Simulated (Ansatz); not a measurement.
These are frozen-core CCSD(T)/def2-SVP // PBE-D3(BJ)/def2-SVP (Ansatz, an electronic-structure program) values and carry that method's errors. The restricted HF reference is unstable towards unrestricted orbitals.

Ansatz 0.2 input:
```yaml
crystal:
  periodic: [false, false, false]
  atoms:
    - { symbol: C, position_ang: [-2.16225, 0.296416, 0.141399] }
    - { symbol: C, position_ang: [-1.586082, -0.90294, -0.190259] }
    - { symbol: C, position_ang: [-0.125742, -0.695409, -0.17865] }
    - { symbol: C, position_ang: [1.088034, -1.306541, -0.374537] }
    - { symbol: C, position_ang: [2.162235, -0.29641, -0.141407] }
    - { symbol: C, position_ang: [1.586068, 0.902937, 0.190286] }
    - { symbol: C, position_ang: [0.125729, 0.695405, 0.17868] }
    - { symbol: C, position_ang: [-1.088048, 1.306538, 0.374563] }
    - { symbol: H, position_ang: [-3.236795, 0.504132, 0.227552] }
    - { symbol: H, position_ang: [-2.109566, -1.839566, -0.420519] }
    - { symbol: H, position_ang: [1.274202, -2.35392, -0.654727] }
    - { symbol: H, position_ang: [3.236779, -0.504122, -0.227574] }
    - { symbol: H, position_ang: [2.109553, 1.839559, 0.420557] }
    - { symbol: H, position_ang: [-1.274216, 2.353921, 0.654737] }
basis:
  gaussian: { orbitals: def2-SVP }
correlation:
  method: ccsd_t
```

Output:

```
Functional definition: HF
1481 factors; integrals over basis functions are off by at most 1.4e-3 eV
mean field evaluation 1: about -8325.8633 eV, gradient 3.4e1 eV
mean field evaluation 2: about -8325.8767 eV, gradient 3.4e1 eV
mean field evaluation 4: about -8329.6710 eV, gradient 5.5e0 eV
mean field evaluation 8: about -8329.7739 eV, gradient 2.4e-1 eV
mean field evaluation 16: about -8329.6621 eV, gradient 5.5e0 eV
mean field evaluation 32: about -8326.3023 eV, gradient 2.8e-2 eV
mean field -8329.77520049 eV, -306.1135924936 hartree, gradient 5.9e-6 eV, S^2 0.000000; 1 other end points of the search recorded, 0 dependent functions left out; unrestricted orbitals would lower it
determinant -8329.77520049 eV, -306.1135924936 hartree, with singles and doubles -8359.21671014 eV, -307.1955480169 hartree
determinant -8326.30232929 eV, -305.9859668309 hartree, with singles and doubles -8355.68582556 eV, -307.0657904020 hartree
8 core orbitals not correlated
reference -8329.77520049 eV, -306.1135924936 hartree; 19, 19 occupied and 115, 115 virtual orbitals, 1481 factors
second order -28.18418956 eV of doubles, -0.00000000 eV of singles
cycle   1  -29.44210292 eV  change   -5.9e-4 eV  update   3.5e-3
cycle   2  -29.44164783 eV  change    4.6e-4 eV  update   1.9e-3
cycle   3  -29.44139699 eV  change    2.5e-4 eV  update   2.2e-3
cycle   4  -29.44160744 eV  change   -2.1e-4 eV  update   4.5e-4
cycle   5  -29.44257216 eV  change   -9.6e-4 eV  update   2.2e-4
cycle   6  -29.44288339 eV  change   -3.1e-4 eV  update   4.5e-5
cycle   7  -29.44284514 eV  change    3.8e-5 eV  update   2.2e-5
cycle   8  -29.44278592 eV  change    5.9e-5 eV  update   7.8e-6
cycle   9  -29.44278294 eV  change    3.0e-6 eV  update   2.2e-6
perturbative correction -1.43347767 eV, -0.0526793328 hartree
Total energy: -8360.65146111 eV, -307.2482741425 hartree
```

Cost: about 60 core-seconds (a rough figure).
